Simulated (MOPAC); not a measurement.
MOPAC input (PM6):

```
PM6 1SCF CHARGE=1 GEO-OK AUX(PRECISION=9) THREADS=1
BBr2

Br   -0.00000000 1   -0.00000000 1   -1.76654860 1
B     0.00000000 1    0.00000000 1    0.00000000 1
Br    0.00000000 1    0.00000000 1    1.76654860 1
```

Q: What heat of formation does the run end on, and which ionisation energy by Koopmans theorem?

A: 182.23 kcal/mol; 16.62 eV.
